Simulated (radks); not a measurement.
Numerical settings for neutral tin, [Kr] 4d10 5s2 5p2. Calculated with a radial shooting solver on a logarithmic mesh with Libxc functionals: scalar-relativistic Kohn-Sham, PBE, spin-polarised, spherical densities, point nucleus; open shells are filled with parallel spins first (spin-orbit coupling, left out, can overturn this in heavy ions). The defaults (mesh step 0.008 in ln r, mesh end at 40 bohr or more with all orbitals vanishing there, Anderson mixing 0.5 over 9 steps, residual threshold near 1e-9 with the energy settled to 1e-9 hartree or 1e-11 of itself, here a cap of 54 iterations) give E = -6177.2258 hartree and 5p at -4.157 eV in 13 iterations. Run on one thread of a shared host, so times are rough (Arm Neoverse V2): 0.21 s of CPU time, 0.21 s wall, 13 iterations on 2725 mesh points. Changes against that run (0 stands for a change within the tolerance of the run):

| setting | iterations | converged | E (mhartree) | e(5p) (meV) | CPU (s) |
|---|---|---|---|---|---|
| mesh step in ln r 0.012 | 13 | yes | 0 | 0 | 0.14 |
| mesh step in ln r 0.12 | 2 | no | diverged | - | 0.04 |
| mesh step in ln r 0.2 | 2 | no | diverged | - | 0.03 |
| mesh end (bohr) 3 | 14 | level above zero | +2.31e+03 | +2.63e+04 | 0.18 |
| mesh end (bohr) 8 | 13 | yes | +5.22 | +248 | 0.2 |
| residual threshold 1e-16 | 54 | no | 0 | 0 | 0.42 |
| residual threshold 0.001 | 9 | yes | 0 | +0.417 | 0.16 |
| mixing 2.5 | 15 | yes | 0 | 0 | 0.24 |
| linear mixing, mixing 0.5 | 30 | yes | 0 | 0 | 0.38 |
| linear mixing, mixing 1 | 54 | no | +1.15e+05 | +4.16e+03 | 2 |
| mixing history 3 | 17 | yes | 0 | 0 | 0.24 |
| iteration cap 3 | 3 | no | +5.32 | +367 | 0.07 |

Settled on a wrong energy, with an occupied level pushed above zero by the early mesh end: mesh end (bohr) 3 (+2.31 hartree). Apart from these: settings that end as converged yet miss the energy by more than 1 mhartree: mesh end (bohr) 8 (+0.00522 hartree). A mesh that ends early acts as a hard wall.
